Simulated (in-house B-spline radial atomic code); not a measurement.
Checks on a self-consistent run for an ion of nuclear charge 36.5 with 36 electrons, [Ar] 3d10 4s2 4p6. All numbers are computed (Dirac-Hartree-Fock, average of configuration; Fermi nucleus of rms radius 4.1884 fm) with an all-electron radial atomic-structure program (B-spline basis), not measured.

```csv
orbital,q,ε (Eh),<1/r>,<r²>,small-component weight
1s1/2,2,-545.86874,37.3239,0.00225003,0.017565
2s1/2,2,-74.85271,8.39326,0.0382043,0.0035247
2p1/2,2,-67.50828,8.32791,0.0294198,0.0034929
2p3/2,4,-65.38733,8.03399,0.0308261,0.0034059
3s1/2,2,-11.97375,2.77807,0.306801,0.00086827
3p1/2,2,-9.30118,2.65835,0.316025,0.00081259
3p3/2,4,-8.97158,2.59078,0.327829,0.00079087
3d3/2,4,-4.30967,2.34264,0.350221,0.00066773
3d5/2,6,-4.25438,2.32452,0.354982,0.00066102
4s1/2,2,-1.46577,0.859976,2.68584,0.00012901
4p1/2,2,-0.77606,0.729081,3.74259,9.609e-05
4p3/2,4,-0.74465,0.711986,3.90502,9.2411e-05
```

Electron-electron repulsion V_ee = 1116.7098 hartree.

(1) What total energy follows from the eigenvalues?

(2) Does the Dirac virial theorem hold?

(3) What diamagnetic shielding (Lamb formula) and susceptibility (Langevin formula) do the radii give?

Results:

(1) The eigenvalues count the repulsion twice, so E = Σqε - V_ee = -1766.672 - 1116.710 = -2883.382 hartree; the run printed -2883.382.

(2) For a point nucleus E = -2c²Σq·w, with w the small-component weight. Here Σq·w = 0.076771 and c = 137.0360, so the ratio E/(-2c²Σq·w) is 1.000017; the finite nucleus accounts for the departure from 1.

(3) σ = (α²/3)Σq<1/r> = 190.806/(3·137.036²) = 3386.9 ppm, and χ = -0.79199×10⁻⁶·Σq<r²> = -27.58×10⁻⁶ cm³/mol with Σq<r²> = 34.828 bohr². Both are non-relativistic formulas without the paramagnetism of open shells.
